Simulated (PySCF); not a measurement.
PySCF job for BeH₂, SMILES [BeH2], TDDFT-PBE0/def2-TZVPD. Geometry optimised at PBE0-D3(BJ)/def2-TZVPD. The isomer is the one that the SMILES or the coordinates give; other isomers of the formula were not compared.

```python
import numpy as np
from pyscf import gto, scf, dft, tdscf

mol = gto.M(
    atom='''
    Be    0.00000000    0.00000000    0.00000000
    H     0.00000000    0.00000000   -1.33620419
    H     0.00000000    0.00000000    1.33620419
    ''',
    basis='def2-TZVPD',
    charge=0,
    spin=0,
    symmetry=True,
    symmetry_subgroup='D2h',
    max_memory=1600,
    verbose=4,
)
mf = dft.RKS(mol, xc='pbe0').density_fit(auxbasis='def2-universal-jkfit')
mf.grids.level = 3
mf.conv_tol = 1e-9
mf.max_cycle = 100
mf.kernel()
mf.grids = dft.Grids(mol).set(level=1).build(with_non0tab=True)  # coarser grid for the response kernel
td = tdscf.TDDFT(mf)
td.singlet = True
td.nstates = 10
td.conv_tol = 1e-4
td.positive_eig_threshold = 1e-6
td.kernel(x0=td.get_init_guess(mf, 15))
td.analyze()
tt = tdscf.TDA(mf)
tt.singlet = False
tt.nstates = 4
tt.conv_tol = 1e-4
tt.positive_eig_threshold = 1e-6
tt.kernel(x0=tt.get_init_guess(mf, 9))
tt.analyze(verbose=3)
```

Output:

```
PySCF version 2.14.0

[INPUT] verbose = 4
[INPUT] num. atoms = 3
[INPUT] num. electrons = 6
[INPUT] charge = 0
[INPUT] spin (= nelec alpha-beta = 2S) = 0
[INPUT] symmetry True subgroup D2h
[INPUT] Mole.unit = angstrom
[INPUT] Symbol           X                Y                Z      unit          X                Y                Z       unit  Magmom
[INPUT]  1 Be     0.000000000000   0.000000000000   0.000000000000 AA    0.000000000000   0.000000000000   0.000000000000 Bohr   0.0
[INPUT]  2 H      0.000000000000   0.000000000000  -1.336204190000 AA    0.000000000000   0.000000000000  -2.525059965596 Bohr   0.0
[INPUT]  3 H      0.000000000000   0.000000000000   1.336204190000 AA    0.000000000000   0.000000000000   2.525059965596 Bohr   0.0

nuclear repulsion = 3.36625668927142
point group symmetry = Dooh, use subgroup D2h
symmetry origin: [0. 0. 0.]
symmetry axis x: [1. 0. 0.]
symmetry axis y: [0. 1. 0.]
symmetry axis z: [0. 0. 1.]
num. orbitals of irrep Ag = 12
num. orbitals of irrep B1g = 1
num. orbitals of irrep B2g = 3
num. orbitals of irrep B3g = 3
num. orbitals of irrep B1u = 9
num. orbitals of irrep B2u = 6
num. orbitals of irrep B3u = 6
number of shells = 20
number of NR pGTOs = 53
number of NR cGTOs = 40
basis = def2-TZVPD
ecp = {}


******** <class 'pyscf.df.df_jk.DFSymAdaptedRKS'> ********
method = DFSymAdaptedRKS
initial guess = minao
damping factor = 0
level_shift factor = 0
DIIS = <class 'pyscf.scf.diis.CDIIS'>
diis_start_cycle = 1
diis_space = 8
diis_damp = 0
SCF conv_tol = 1e-09
SCF conv_tol_grad = None
SCF max_cycles = 100
direct_scf = False
XC library pyscf.dft.libxc version 7.1.2
    S. Lehtola, C. Steigemann, M. J. T. Oliveira, and M. A. L. Marques,  SoftwareX 7, 1–5 (2018)
XC functionals = pbe0
    C. Adamo and V. Barone,  J. Chem. Phys. 110, 6158 (1999)
    M. Ernzerhof and G. E. Scuseria,  J. Chem. Phys. 110, 5029 (1999)
radial grids:
    Treutler-Ahlrichs [JCP 102, 346 (1995); DOI:10.1063/1.469408] (M4) radial grids

becke partition: Becke, JCP 88, 2547 (1988); DOI:10.1063/1.454033
pruning grids: <function nwchem_prune>
grids dens level: 3
symmetrized grids: True
atomic radii adjust function: <function treutler_atomic_radii_adjust>
small_rho_cutoff = 0
Freeze 0 electrons in irreps []
    6 free electrons in irreps Ag B1g B2g B3g B1u B2u B3u
Set gradient conv threshold to 3.16228e-05
Initial guess from minao.
tot grids = 33344
******** <class 'pyscf.df.df.DF'> ********
auxbasis = def2-universal-jkfit
init E= -15.6875417294993
HOMO (B1u) = -0.344207459508966  LUMO (B2u) = -0.0603311222661467  gap/eV = 7.72467
cycle= 1 E= -15.8681686315415  delta_E= -0.181  |g|= 0.102  |ddm|= 1.15
HOMO (B1u) = -0.311517784646288  LUMO (B2u) = -0.0285958441713243  gap/eV = 7.69870
cycle= 2 E= -15.8720331279285  delta_E= -0.00386  |g|= 0.0167  |ddm|= 0.151
HOMO (B1u) = -0.324590266319803  LUMO (B2u) = -0.0313590390890342  gap/eV = 7.97923
cycle= 3 E= -15.8721989792941  delta_E= -0.000166  |g|= 0.00336  |ddm|= 0.0236
HOMO (B1u) = -0.324312859464281  LUMO (B3u) = -0.0315129398911455  gap/eV = 7.96749
cycle= 4 E= -15.8722032082737  delta_E= -4.23e-06  |g|= 0.000393  |ddm|= 0.00747
HOMO (B1u) = -0.324050037446849  LUMO (B3u) = -0.0313170490265018  gap/eV = 7.96567
cycle= 5 E= -15.8722032767955  delta_E= -6.85e-08  |g|= 1.85e-05  |ddm|= 0.000898
HOMO (B1u) = -0.324062024568427  LUMO (B2u) = -0.0313238946960836  gap/eV = 7.96581
cycle= 6 E= -15.8722032769315  delta_E= -1.36e-10  |g|= 5.99e-07  |ddm|= 6.6e-05
HOMO (B1u) = -0.324062295002474  LUMO (B3u) = -0.0313239739963473  gap/eV = 7.96582
Extra cycle  E= -15.8722032769316  delta_E= -9.95e-14  |g|= 8.35e-08  |ddm|= 2.01e-06
converged SCF energy = -15.8722032769316
tot grids = 10032
Overwritten attributes  positive_eig_threshold  of <class 'pyscf.tdscf.rks.TDDFT'>


******** <class 'pyscf.tdscf.rks.TDDFT'> for <class 'pyscf.df.df_jk.DFSymAdaptedRKS'> ********
nstates = 10 singlet
deg_eia_thresh = 1.000e-03
wfnsym = None
conv_tol = 0.0001
eigh lindep = 1e-12
eigh level_shift = 0
eigh max_cycle = 100


Excitation energies (eV)
[6.27590635 6.27590635 7.90643501 7.90643501 8.29609002 8.59732783
 9.33181178 9.53553004 9.53553004 9.66618353]

** Singlet excitation energies and oscillator strengths **
Excited State   1:  B2g      6.27591 eV    197.56 nm  f=0.0000
       3 -> 5         0.70204
Excited State   2:  B3g      6.27591 eV    197.56 nm  f=0.0000
       3 -> 4         0.70204
Excited State   3:  B3u      7.90644 eV    156.81 nm  f=0.3193
       2 -> 5         0.70479
Excited State   4:  B2u      7.90644 eV    156.81 nm  f=0.3193
       2 -> 4         0.70479
Excited State   5:   Ag      8.29609 eV    149.45 nm  f=0.0000
       3 -> 7        -0.68978
       3 -> 13        0.12157
Excited State   6:  B1u      8.59733 eV    144.21 nm  f=0.0533
       2 -> 7         0.25291
       3 -> 6         0.63548
       3 -> 10        0.17361
Excited State   7:  B1u      9.33181 eV    132.86 nm  f=0.0892
       2 -> 7         0.63852
       3 -> 6        -0.28325
Excited State   8:  B2g      9.53553 eV    130.02 nm  f=0.0000
       3 -> 9        -0.70035
Excited State   9:  B3g      9.53553 eV    130.02 nm  f=0.0000
       3 -> 8        -0.70035
Excited State  10:   Ag      9.66618 eV    128.27 nm  f=0.0000
       2 -> 6         0.69528
       3 -> 7        -0.10345

** Transition electric dipole moments (AU) **
state          X           Y           Z        Dip. S.      Osc.
  1        -0.0000     -0.0000     -0.0000      0.0000      0.0000
  2        -0.0000     -0.0000      0.0000      0.0000      0.0000
  3        -1.2840     -0.0000     -0.0000      1.6486      0.3193
  4        -0.0000     -1.2840     -0.0000      1.6486      0.3193
  5         0.0000     -0.0000     -0.0000      0.0000      0.0000
  6         0.0000      0.0000      0.5030      0.2530      0.0533
  7         0.0000      0.0000      0.6245      0.3901      0.0892
  8        -0.0000     -0.0000      0.0000      0.0000      0.0000
  9        -0.0000     -0.0000      0.0000      0.0000      0.0000
 10        -0.0000      0.0000     -0.0000      0.0000      0.0000

** Transition velocity dipole moments (imaginary part, AU) **
state          X           Y           Z        Dip. S.      Osc.
  1        -0.0000     -0.0000      0.0000      0.0000      0.0000
  2        -0.0000      0.0000      0.0000      0.0000      0.0000
  3        -0.3708      0.0000      0.0000      0.1375      0.3155
  4         0.0000     -0.3708      0.0000      0.1375      0.3155
  5         0.0000     -0.0000     -0.0000      0.0000      0.0000
  6         0.0000     -0.0000      0.1655      0.0274      0.0578
  7         0.0000     -0.0000      0.2207      0.0487      0.0947
  8        -0.0000     -0.0000     -0.0000      0.0000      0.0000
  9        -0.0000      0.0000      0.0000      0.0000      0.0000
 10        -0.0000     -0.0000     -0.0000      0.0000      0.0000

** Transition magnetic dipole moments (imaginary part, AU) **
state          X           Y           Z
  1        -0.0000     -1.3547     -0.0000
  2         1.3547      0.0000      0.0000
  3        -0.0000      0.0000      0.0000
  4        -0.0000      0.0000     -0.0000
  5         0.0000     -0.0000     -0.0000
  6        -0.0000     -0.0000      0.0000
  7        -0.0000     -0.0000      0.0000
  8         0.0000      0.3398      0.0000
  9        -0.3398     -0.0000      0.0000
 10         0.0000      0.0000      0.0000
Overwritten attributes  positive_eig_threshold  of <class 'pyscf.tdscf.rks.TDA'>


******** <class 'pyscf.tdscf.rks.TDA'> for <class 'pyscf.df.df_jk.DFSymAdaptedRKS'> ********
nstates = 4 triplet
deg_eia_thresh = 1.000e-03
wfnsym = None
conv_tol = 0.0001
eigh lindep = 1e-12
eigh level_shift = 0
eigh max_cycle = 100


Excitation energies (eV)
[5.61553672 5.61553672 6.30373301 6.30373301]

** Triplet excitation energies and oscillator strengths **
Excited State   1:  B2g      5.61554 eV    220.79 nm  f=0.0000
Excited State   2:  B3g      5.61554 eV    220.79 nm  f=0.0000
Excited State   3:  B3u      6.30373 eV    196.68 nm  f=0.0000
Excited State   4:  B2u      6.30373 eV    196.68 nm  f=0.0000
```

Self-consistency was reached.

Cost: around 3 core-seconds (rough).
